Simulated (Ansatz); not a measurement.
Reaction (formal exchange of groups at the Sn–Si bond): `[BH2][SnH2][SiH3]` + `CF` → `[BH2][SnH2][CH2]F` + SiH₄

Gas-phase electronic energies from Ansatz, PBE0-D4/def2-TZVP geometries. CBS: MP2 limit from def2 TZ/QZ plus the TZ coupled-cluster correction, frozen cores. This one scheme is used for every species. Elements past krypton have def2 core potentials. For Sn outer-core shells are correlated without core-valence functions, which leaves a few kJ/mol of doubt a bond. One conformer a species, not always the lowest.

```json
{"species": "`[BH2][SnH2][SiH3]`", "MP2/CBS(def2) energy (Eh)": "-531.98837"}
{"species": "`CF`", "MP2/CBS(def2) energy (Eh)": "-139.60487"}
{"species": "`[BH2][SnH2][CH2]F`", "MP2/CBS(def2) energy (Eh)": "-380.13717"}
{"species": "SiH₄", "MP2/CBS(def2) energy (Eh)": "-291.42938"}
```

(1) Work out ΔE.

Largest T1 diagnostic among the species: 0.014.

Answers

(1) ΔE = (-380.13717) + (-291.42938) − (-531.98837) − (-139.60487) = 0.02669 Eh = +70.1 kJ/mol. CCSD(T)/CBS gives +68.3 kJ/mol.
